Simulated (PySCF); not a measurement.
Unrelated species, one level of theory. Computed, not measured: PySCF, TDDFT wB97X-D/def2-SVPD, vertical, gas phase, core orbitals frozen in the response. Geometries: GFN2-xTB; one conformer of each isolated species. Triplets are in the Tamm–Dancoff approximation. Ions are computed without counter-ions or solvent.

Problem. Rank by computed HOMO energy, lowest first.
A. `C[C@@H]([SiH3])[SiH2]P`
B. `CC[NH2+]C`
C. `FC(F)(F)[C@@H]1CC[C@@H]1Cl`
D. `O=C(O)C1=COC=C1`

Solution. B (-17.03 eV), C (-10.38 eV), A (-9.20 eV), D (-9.03 eV).

```json
{"SMILES": "CC[NH2+]C", "HOMO (eV)": "-17.03", "α (au)": "42.3", "T1 (eV)": "9.69", "first f ≥ 0.01 (nm)": "119", "S1 (eV)": "9.77", "gap (eV)": "14.24", "S1 mainly": "H→L (93%)"}
{"SMILES": "FC(F)(F)[C@@H]1CC[C@@H]1Cl", "HOMO (eV)": "-10.38", "α (au)": "71.3", "T1 (eV)": "6.75", "first f ≥ 0.01 (nm)": "149", "S1 (eV)": "7.39", "gap (eV)": "12.42", "S1 mainly": "H→L+1 (86%)"}
{"SMILES": "C[C@@H]([SiH3])[SiH2]P", "HOMO (eV)": "-9.20", "α (au)": "104.7", "T1 (eV)": "5.81", "first f ≥ 0.01 (nm)": "192", "S1 (eV)": "6.47", "gap (eV)": "10.98", "S1 mainly": "H→L+1 (72%)"}
{"SMILES": "O=C(O)c1ccoc1", "HOMO (eV)": "-9.03", "α (au)": "65.8", "T1 (eV)": "3.84", "first f ≥ 0.01 (nm)": "222", "S1 (eV)": "5.40", "gap (eV)": "9.67", "S1 mainly": "H-1→L (90%)"}
```

H and L stand for HOMO and LUMO.
